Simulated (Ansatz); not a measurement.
The cluster K₆S₃, relaxed as a singlet with RKS r2SCAN-D4/def2-SVP in Ansatz, starting from the GFN1-xTB geometry. Force threshold 0.02 eV/Å.

The restricted singlet is unstable towards broken spin symmetry at other levels; at r2SCAN-D4/def2-SVP this wasn't settled. Another isomer (singlet) lies 2.32 eV lower at PBE0-D4/def2-TZVP; other spin states weren't run for this one.

Start:

Cartesian coordinates in Å:
```
K 0.696 0.725 1.149
K 2.252 4.079 1.960
K 0.670 -3.028 -0.643
K 0.201 2.545 -2.010
K 0.336 -2.486 3.373
K -2.526 -1.828 0.543
S -0.915 -0.489 -1.974
S 1.105 -0.303 -1.740
S -1.819 0.785 -0.659
```

Q: Estimate the energy that the relaxation releases and the steps that it takes.

A: 0.63 eV, in 14 steps; 4.1 min on 4 threads of Arm Neoverse N1 on a shared host. The force fell under the threshold at step 9, but the optimiser went on and released 0.011 eV more. No frequencies were taken in this run, so the end may be a saddle point.

Q: Does the start keep its bonding and symmetry?

A: Bonds lost: K1–K5 (atoms count from 1). Metal–metal contacts that move far: K1–K6 4.16 to 4.69 Å, K1–K3 4.16 to 4.68 Å. Point group Cs at the start, Cs at the end, both within 0.05 Å.

Q: Predict the relaxed structure.

A: 
```xyz
9

K     0.911    1.002    1.442
K     2.321    5.331    0.894
K     0.941   -3.141   -0.744
K     0.189    2.628   -2.125
K    -0.389   -4.360    3.326
K    -2.800   -1.746    0.648
S    -0.777   -0.391   -1.696
S     1.336   -0.234   -1.444
S    -1.733    0.911   -0.301
```
Bond lengths (bridged metal pairs left out): 8 × K–S 3.02 to 3.38 Å; 4 × K–K 4.45 to 4.59 Å; 2 × S–S 2.13 Å.
